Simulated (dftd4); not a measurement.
C4H9S2, doublet, at a GFN2-xTB geometry; D4 for hf (dftd4).

Input for dftd4:
```
$ dftd4 mol.xyz --func hf --charge 0 --json dftd4.json --noedisp

# file mol.xyz
15

C     -1.26784722    -1.33145306     0.19153941
C     -0.82684775    -0.05778155    -0.50922530
C     -0.10273150    -0.35577324    -1.81101154
C     -1.98270467     0.90887361    -0.71074882
S      0.37149531     0.84791148     0.62925997
S      1.86660400    -0.35855890     0.91132312
H     -0.40994909    -1.96744072     0.40395888
H     -1.77105387    -1.10216406     1.12889812
H     -1.95570209    -1.88521390    -0.44473108
H      0.21989726     0.56507879    -2.29306335
H     -0.76567524    -0.88867324    -2.49009822
H      0.77225735    -0.97744896    -1.62796688
H     -2.45375456     1.14868409     0.24000249
H     -1.63563018     1.83378981    -1.16615462
H     -2.72919166     0.46055227    -1.36349716
```

The log (banner, timings and long lists left out):

```
                    ____  _____ _____     ____  _  _
      -------------|  _ \|  ___|_   _|---|  _ \| || |------------
     |             | | | | |_    | | ___ | | | | || |_           |
     |             | |_| |  _|   | ||___|| |_| |__   _|          |
     |             |____/|_|     |_|     |____/   |_|            |
     |             ===================================           |
     |            E. Caldeweyher, S. Ehlert & S. Grimme          |
     |          Mulliken Center for Theoretical Chemistry        |
     |                    University of Bonn                     |
      -----------------------------------------------------------

Rational (Becke-Johnson) damping: hf-D4-ATM
---------------------
  s6         1.0000
  s8         1.6168
  s9         1.0000
  a1         0.4496
  a2         3.3574
 alp        16.0000
--------------------

Dispersion energy:      -5.3766243982165E-02 Eh

[Info] JSON dump of results written to 'dftd4.json'
```
